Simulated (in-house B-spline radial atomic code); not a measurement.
A run on In that did not converge. Method: scalar-relativistic (X2C) B3LYP, spin-polarised, spherical fractional occupations, Fermi nucleus of rms radius 4.6156 fm; computed with an all-electron radial atomic-structure program (B-spline basis).

Command:
```bash
python run_scf.py task.json out
```
Settings (nuclear radius in fm, mass in u):
```
Z                49
configuration    [Kr] 4d10 5s2 5p0.625 5f0.375
hamiltonian      x2c
method           b3lyp
spin_polarised   True
nucleus          fermi
rms_radius       4.6156
atomic_mass      114.90388
speed_of_light   137.035999084
```

First and last ten iterations of the last attempt (damped for 15 steps, keeping 80 % of the old Fock matrix, then DIIS):
```
 iter        energy (Eh)    residual
    1       -5879.653539    4.49e-01
    2       -5879.603005    1.88e-01
    3       -5880.485734    1.12e-01
    4       -5880.830030    6.53e-02
    5       -5880.955128    4.03e-02
    6       -5880.998228    2.52e-02
    7       -5881.012585    1.59e-02
    8       -5881.017293    1.02e-02
    9       -5881.018839    6.71e-03
   10       -5881.019356    4.50e-03
  111       -5881.019735    5.03e-06
  112       -5881.019734    4.75e-06
  113       -5881.019735    6.21e-06
  114       -5881.019735    6.55e-06
  115       -5881.019735    5.88e-06
  116       -5881.019735    6.29e-06
  117       -5881.019735    7.49e-06
  118       -5881.019736    1.64e-05
  119       -5881.019734    5.76e-06
  120       -5881.019735    7.88e-06
 not converged after 120 iterations
```

The smallest residual met was 2.9e-06; the threshold is about 5e-07. Over the last five steps the energy moves by less than 4e-06 hartree, but the orbitals didn't meet the threshold. Run time, properties included: 5.4 s on 1 thread of Arm Neoverse V2 (shared host).
